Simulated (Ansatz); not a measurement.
C3H5AlS, SMILES `S[CH2][Al]1[CH]=[CH]1`, relaxed with RKS PBE0-D4/def2-TZVP in Ansatz from a PBE-D4/def2-SVP geometry. The force threshold is 0.005 eV/Å; the program also tests the step.

Charge 0, multiplicity 1.

Start:

```xyz
10

S    -0.189   -1.947    1.380
C    -0.388   -0.126    1.761
Al    0.142    0.397   -0.043
C    -0.077    0.673   -1.891
C     1.222    0.916   -1.490
H    -1.295   -2.067    0.590
H    -1.386    0.092    2.187
H     0.381    0.086    2.531
H    -0.497    0.749   -2.914
H     2.085    1.227   -2.112
```

Q: By how much does the energy fall, and how many steps does the optimiser take? (Best estimate.)

A: Computed: 1.34 kcal/mol, in 7 steps.

Q: Which bonds change most? (Estimate.)

A: The calculation gave: Al3–C5 from 1.879 to 1.853 Å; Al3–C4 from 1.882 to 1.855 Å; S1–C2 from 1.872 to 1.846 Å.

Q: Give the relaxed structure. (Estimate.)

A: The calculation gave: 
```xyz
10

S    -0.194   -1.907    1.361
C    -0.388   -0.114    1.753
Al    0.140    0.363   -0.043
C    -0.082    0.653   -1.862
C     1.204    0.890   -1.465
H    -1.244   -2.016    0.529
H    -1.368    0.095    2.177
H     0.377    0.090    2.503
H    -0.487    0.742   -2.869
H     2.042    1.204   -2.085
```
